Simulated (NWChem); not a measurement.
System: MgBr2; SMILES [Br][Mg][Br]

Here is an NWChem input.

```
start job
memory heap 200 mb stack 900 mb global 1100 mb
geometry units angstroms noautoz
  Mg     0.000000     0.000000     0.156600
  Br     2.341420     0.000000     0.156461
  Br    -2.341420     0.000000     0.156461
end
basis spherical
  * library def2-svp
end
dft
  xc pbe0
  iterations 150
  mulliken
end
task dft energy
```

Geometry: optimised at PBE0/def2-SVP.

**Question.** Give the results of this calculation. (PBE0/def2-SVP.) Quantities: basis functions; energy (Ha); highest occupied level (eV); orbital gap (eV).

**Answer.** number of basis functions: 82
energy (Ha): -5347.15
highest occupied level (eV): -8.36
orbital gap (eV): 6.51
